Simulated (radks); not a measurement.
The osmium ion Os0.75+, 75.25 electrons, occupied as [Xe] 4f14 6s2 5d(up 3.5, down 1.75) (fractional occupations, a model configuration). All-electron calculation, scalar-relativistic Kohn-Sham, LDA (Slater exchange, Perdew-Wang correlation), spin-polarised, spherical densities, point nucleus. Program: a radial shooting solver on a logarithmic mesh with Libxc functionals.

Radial electron density D(r) = 4 pi r^2 rho(r):

```
   r/bohr * D(r) (the largest magnitude, 138, reaches the edge; | marks zero)
0.0006604 | *
 0.000895 |  *
 0.001213 |    *
 0.001631 |      *
  0.00221 |          *
 0.002995 |               *
  0.00406 |                     *
 0.005458 |                            *
 0.007397 |                                   *
  0.01002 |                                        *
  0.01359 |                                        *
  0.01841 |                                     *
  0.02476 |                                    *
  0.03355 |                                          *
  0.04547 |                                                     *
  0.06163 |                                                      *
  0.08285 |                                             *
   0.1123 |                                            *
   0.1522 |                                                   *
   0.2062 |                                       *
   0.2795 |                          *
   0.3758 |                               *
   0.5093 |                         *
   0.6903 |            *
   0.9355 |       *
    1.258 |    *
    1.705 | *
     2.31 |*
    3.131 *
    4.243 *
    5.705 *
    7.732 *
```

D(r) has 4 maxima, at r = 0.0120, 0.0547, 0.152, 0.401 bohr, and minima at 0.0230, 0.0980, 0.284 bohr, inside which lie 1.90, 11.02, 30.01 electrons.
